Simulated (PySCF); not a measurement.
A GIAO shielding run with PySCF 2.14 (density fitting, non-relativistic, gas phase) on SMILES C1=CC=C([SiH2]C(C)C)S1, C7H12SSi:

```
$ OMP_NUM_THREADS=1 python probes_run.py task.json out

{"job": {"kind": "nmr", "xc": "B3LYP", "basis": "pcSseg-1", "pop": false}, "charge": 0, "multiplicity": 1}
C     -1.554580     0.779023     1.005673
C     -1.632671     0.119539    -0.370193
C     -3.026854    -0.426523    -0.671398
Si    -0.308724    -1.222469    -0.553124
C      1.395072    -0.514388    -0.256223
C      2.244127    -0.762927     0.803844
C      3.441188     0.003321     0.767474
C      3.493189     0.835522    -0.321409
S      2.092891     0.676054    -1.296520
H     -2.289528     1.596595     1.096570
H     -0.556839     1.201691     1.201411
H     -1.771449     0.055126     1.809451
H     -1.379069     0.878853    -1.134702
H     -3.788975     0.367008    -0.592971
H     -3.310616    -1.218879     0.041704
H     -3.095879    -0.853117    -1.684600
H     -0.510382    -2.298632     0.468049
H     -0.393195    -1.824173    -1.921283
H      2.008582    -1.482799     1.590320
H      4.233446    -0.058257     1.515264
H      4.287217     1.527152    -0.602266
```

Hardware: 1 thread of an Arm Neoverse N1, shared host. The job also computes ring-centre shieldings.

Question: How large is the calculation?

Answer: 84 electrons, 227 basis functions and 1219 auxiliary functions.

Question: How long does it take, and how much memory does it need?

Answer: 80 s of wall time, with 14 SCF cycles and 4 response iterations; peak memory 1.2 GiB. Times on a shared host scatter by some tens of per cent.

Question: And these other runs on the same molecule and hardware: GIAO shielding at PBE0/pcSseg-1?

Answer: PBE0/pcSseg-1: 227 functions, 87 s.
